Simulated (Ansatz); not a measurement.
BrHOSi, SMILES `O[Si]Br`, charge 0, multiplicity 1.

(1) Give a relaxed structure at PBE0-D4/def2-TZVP (Ansatz 0.2.0). (Best estimate.)

Answers

(1) Ansatz gave: 
```xyz
4

O    -0.706   -0.861   -0.042
Si   -0.621    0.634   -0.700
Br    1.343    1.403    0.192
H    -0.016   -1.176    0.551
```
Point group Cs.
